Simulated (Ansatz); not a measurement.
# Relative stability

Two relaxed structures of MgZnH2O, singlet (PBE0-D4/def2-TZVP; forces vanish, vibrations not checked).

A:

```tsv
atom	x (Å)	y (Å)	z (Å)
Mg1	-1.5935	-0.6645	0.1770
O2	0.0491	0.0190	-0.0040
Zn3	1.6521	0.6885	-0.1830
H4	-3.1503	-1.3123	0.3484
H5	3.0426	1.2694	-0.3384
```

B:

```xyz
5
angstrom
Mg -0.2941 -0.1215 0.0316
O -1.9158 -0.7987 0.2125
Zn 2.1040 0.8770 -0.2332
H -2.7849 -1.1620 0.3099
H 3.5565 1.4823 -0.3941
```

Ansatz 0.2.0; basis: def2-TZVPP; cores frozen in the correlated methods. The 3s and 3p shells of Cu and Zn are frozen; filled d shells are correlated. The outer core shell of Li, Na, Mg and K is correlated. The def2 sets are not built for correlating such inner shells, so the correlated values are less sure here. B3LYP uses VWN-RPA correlation.

(1) Which structure is lower at CCSD(T), and by how much? (To be estimated.)

(2) Do the other methods give the same order? (A judgement: the text doesn't fix the answer.)

The T1 diagnostic stays at or below 0.017.

Answers

(1) The calculation gives: A, by 0.137 eV (electronic energy, against the other). By their contacts, A is MgZnH₂O ([MgH][O][ZnH]) and B is MgZnH₂O ([OH][Mg][ZnH]).

(2) By the calculation: Not all: PBE0-D4, HF give the other order.

| method | E(B) − E(A) (eV) |
| --- | --- |
| PBE-D4 | 0.037 |
| r2SCAN-D4 | 0.155 |
| PBE0-D4 | -0.039 |
| B3LYP-D4 | 0.066 |
| wB97M-V | 0.060 |
| HF | -0.145 |
| MP2 | 0.276 |
| CCSD | 0.090 |
| CCSD(T) | 0.137 |

Labels in which every atom is bracketed show which atoms are joined, not bond orders.

For scale, one of the runs: CCSD(T)/def2-TZVPP, 155 basis functions, launched by `ansatz run in.yaml --threads 2 --pin off --events-out ev --progress --plain --max-ram 4352MiB`. Hardware: 2 CPU threads of an Arm Neoverse V2, shared host. Wall time 18 s; peak host memory 0.85 GiB.
